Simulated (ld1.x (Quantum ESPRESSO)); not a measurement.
**platinum, TM: configuration errors across variants**

- Element: platinum
- Generator: ld1.x (Quantum ESPRESSO) 7.5
- Type: norm-conserving Troullier–Martins (Kleinman–Bylander form)
- Functional: LDA (PZ)
- Relativity: fully relativistic
- Frozen core: [Kr] 4d10 4f14 5s2
- Valence charge: 16
- Reference configuration: 5p6 5d10 6s0 6p0
- Partial waves: 5p (bound): rc 1.35 bohr; 5d (bound): rc 2.05 bohr; 5f channel at -0.1 Ry: rc 2.35 bohr; 6s (bound, empty): rc 2.25 bohr
- Local potential: the s channel
- Core correction: a·sin(br)/r model core, default radius (core density twice the valence density)

Open shells are filled in proportion to 2j + 1 (rel_dist='average').

All-electron excitation energies from the reference (eV): (1) 5p6 5d9 6s1 6p0 -0.030; (2) 5p6 5d9 6s0 6p0 9.529; (3) 5p6 5d8 6s0 6p0 29.804; (4) 5p6 5d8 6s1 6p0 11.414; (5) 5p6 5d9 6s0.5 6p0 3.838; (6) 5p6 5d8 6s2 6p0 0.919; (7) 5p6 5d6 6s0 6p0 108.244.

3 further variants failed, have other tests or another functional or relativity, and are left out.

Errors AE − PS in meV (a dash: test not solved or not reliable):

```csv
change,(1),(2),(3),(4),(5),(6),(7),bound ghosts
base,-35,-22,-125,-125,-25,-158,-738,none
wave 5d (bound): rc 2.05 bohr becomes 5d (bound): rc 1.78 bohr,-36,-22,-125,-128,-26,-162,-752,none
wave 6s (bound): rc 2.25 bohr becomes 6s (bound): rc 2.52 bohr,-33,-21,-122,-117,-24,-147,-730,none
wave 5p (bound): rc 1.35 bohr becomes 5p (bound): rc 1.84 bohr,-35,-22,-123,-123,-25,-155,-723,none
```

Give the same row for: all radii but the core radius scaled by about 0.83 (s 1.86, p 1.12, d 1.70, f 1.96 bohr).

-22, -16, -96, -69, -16, -84, -614; bound ghosts: none.
